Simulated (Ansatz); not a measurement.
Consider the redistribution: `C[SiH2][SiH2]Br` + `N[SiH2]OCO` → `C[SiH2]O[SiH2]N` + `OC[SiH2]Br`.

Computed with Ansatz on PBE0-D4/def2-TZVP structures; ΔE is electronic, products minus reactants. CCSD(T)/CBS is the MP2 limit (def2-TZVPP, def2-QZVPP) plus CCSD(T) − MP2 in def2-TZVPP, frozen cores. DFT in def2-TZVPP. For Br outer-core shells are correlated without core-valence functions, which leaves a few kJ/mol of doubt a bond. Scalar relativity is left out up to krypton. Each species was taken in one conformer, which may not be the lowest.

CCSD(T)/CBS gives -1.55 eV.

Another level gave -1.29 eV. Which?
A. PBE-D4/def2-TZVPP
B. ωB97X-V/def2-TZVPP
C. PBE0-D4/def2-TZVPP
D. CCSD/def2-TZVPP

A. PBE-D4 -1.29, ωB97X-V -1.45, CCSD/def2-TZVPP -1.53, PBE0-D4 -1.36 eV.

Largest T1 diagnostic among the species: 0.011.

From PBE to PBE0 (25 % exact exchange), in def2-TZVPP and without D4, ΔE moves by −0.07 eV.
